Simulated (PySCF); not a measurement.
What does the PBE0-D3(BJ)/def2-SVP structure of `N#Cc1ccc2n[se]nc2c1` look like in three dimensions?

```
atom  x, y, z in Å
N1     3.9207   -0.4046    0.5609
C2     2.7992   -0.1956    0.3541
C3     1.4172    0.0798    0.0977
C4     1.0115    1.4503   -0.0898
C5    -0.2885    1.7768   -0.3373
C6    -1.2659    0.7364   -0.4115
N7    -2.5542    0.9290   -0.6455
Se8   -3.3178   -0.6741   -0.6339
N9    -1.8173   -1.5584   -0.3037
C10   -0.8544   -0.6514   -0.2209
C11    0.5136   -0.9552    0.0357
H12    1.7754    2.2274   -0.0286
H13   -0.6053    2.8106   -0.4806
H14    0.8169   -1.9928    0.1768
```

Orientation and origin are arbitrary. Atoms count from 1 in this order. The 3 C–N bonds span 1.159 Å (N1≡C2, drawn triple) to 1.325 Å (N9–C10, aromatic), a spread of 0.166 Å. The 5-membered ring C6–N7–Se8–N9–C10 has internal angles of 95.0° to 115.9°; it is planar, 0.00 Å rms from its mean plane, widest ring torsion 0°. The 11 heavy atoms lie in one plane (0.000 Å rms). The C–C distances run from 1.363 Å (C4–C5, aromatic) to 1.460 Å (C6–C10, aromatic), a spread of 0.097 Å.

Bonds between heavy atoms (Å): N1≡C2 1.159, C2–C3 1.432, C3–C4 1.442, C4–C5 1.363, C5–C6 1.429, C6–N7 1.323, N7–Se8 1.776, Se8–N9 1.773, N9–C10 1.325, C10–C11 1.425, C3–C11 1.375, C6–C10 1.460.

Computed, not measured: PySCF, PBE0-D3(BJ)/def2-SVP geometry optimisation, gas phase.

Point group: Cs (every atom within 0.08 Å of its image). No PBE0-D3(BJ)/def2-SVP frequencies stand behind this structure, so it isn't proved a minimum.

The run took 1.8 min of wall time on one thread, Arm Neoverse V2 (aarch64), shared host with 32 logical CPUs at a one-minute load of 17, and the process peaked at 0.98 GiB of memory. That covers the optimisation of the geometry.
